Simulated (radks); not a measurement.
The numbers below are computed, except where a source is named.
All-electron atom: the krypton ion Kr4+ in [Ar] 3d10 4s2 4p2.

Code: a radial shooting solver on a logarithmic mesh with Libxc functionals. Model: Dirac Kohn-Sham, XLYP, spin-unpolarised, spherical densities, point nucleus; open shells are shared between the two j in proportion to 2j + 1.

Energy parts (hartree):
total: -2786.65914
kinetic: 2862.05069
electron-nucleus: -6666.45710
Hartree: 1113.45492
exchange-correlation: -95.70764

Orbitals (lengths in bohr, moments of r in powers of bohr; <r^-3> diverges for s and p1/2):
1s1/2: occ. 2; eigenvalue (hartree) -522.4591; <r^2> 0.002318; small-component weight 1.71e-02
2s1/2: occ. 2; eigenvalue (hartree) -70.61336; <r^2> 0.03964; small-component weight 3.39e-03
2p1/2: occ. 2; eigenvalue (hartree) -64.02894; <r^2> 0.03037; small-component weight 3.39e-03
2p3/2: occ. 4; eigenvalue (hartree) -62.04810; <r^-3> 1429; <r^2> 0.03180; small-component weight 3.31e-03
3s1/2: occ. 2; eigenvalue (hartree) -11.76698; <r^2> 0.3226; small-component weight 8.32e-04
3p1/2: occ. 2; eigenvalue (hartree) -9.44094; <r^2> 0.3320; small-component weight 7.81e-04
3p3/2: occ. 4; eigenvalue (hartree) -9.14868; <r^-3> 212.9; <r^2> 0.3449; small-component weight 7.58e-04
3d3/2: occ. 4; eigenvalue (hartree) -5.09047; <r^-3> 27.84; <r^2> 0.3714; small-component weight 6.41e-04
3d5/2: occ. 6; eigenvalue (hartree) -5.04212; <r^-3> 26.87; <r^2> 0.3764; small-component weight 6.35e-04
4s1/2: occ. 2; eigenvalue (hartree) -2.67740; <r^2> 2.306; small-component weight 1.64e-04
4p1/2: occ. 0.666667; eigenvalue (hartree) -2.09686; <r^2> 2.859; small-component weight 1.35e-04
4p3/2: occ. 1.33333; eigenvalue (hartree) -2.06036; <r^-3> 26.80; <r^2> 2.947; small-component weight 1.32e-04

The highest occupied level is 4p3/2 at -56.065 eV. For comparison, the ionisation energy in NIST's Atomic Spectra Database is 64.7 eV (semi-empirical). In exact Kohn-Sham theory the highest level is minus the ionisation energy, but local and semilocal functionals leave it too shallow, through self-interaction and a potential that decays too fast; potentials with the right tail come closer. The density falls to 0.001 e/bohr^3 at r = 3.07 bohr. Summed over all electrons, <r^2> = 17.15 bohr^2, which gives a Langevin (diamagnetic) susceptibility term of -13.6 x 10^-6 cm^3/mol.

Beside tabulated values, note that spin-unpolarised runs miss the spin-polarisation part of the exchange energy of open shells.
